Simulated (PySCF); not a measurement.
3-ethenoxyprop-1-ene (C5H8O), SMILES O(C=C)CC=C.

The structure is a stationary point at B3LYP-D3(BJ)/def2-SVP. One conformer was computed; it need not be the lowest.

Calculation: PBE/def2-TZVP run with PySCF.

Isolated molecule, no solvent.

```yaml
total_energy: -270.26155 hartree
highest_occupied_level: -5.41 eV
lowest_empty_level: -0.88 eV
orbital_gap: 4.53 eV
dipole_moment: 1.59 D
quadrupole, principal values (traceless, Buckingham form, about the centre of nuclear charge): -5.84, 1.96, 3.88 D·Å
mean_static_polarisability: 69.1 bohr³ (10.23 Å³)
polarisability_principal_values: 45.4, 72.5, 89.3 bohr³
```
